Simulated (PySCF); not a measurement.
PySCF 2.14 output of a UHF calculation on a single atom or ion in def2-TZVP, with the non-relativistic Hamiltonian (point nucleus):

```
SCF conv_tol = 1e-09
number electrons alpha = 6  beta = 5
cycle= 1 E= -241.024539728187  delta_E= -8.61e-12  |g|= 1.77e-06  |ddm|= 5.08e-06
converged SCF energy = -241.024539728187  <S^2> = 0.75004125  2S+1 = 2.0000412
```

The run itself started from symmetry-adapted Hartree-Fock orbitals and held the occupation by maximum overlap, so the iterations belong to that start.

Q: Which element, charge and spin multiplicity is this?

A: Al²⁺ (aluminium, charge +2), multiplicity 2; the state was [Ne] 3s1, 2S determinant.
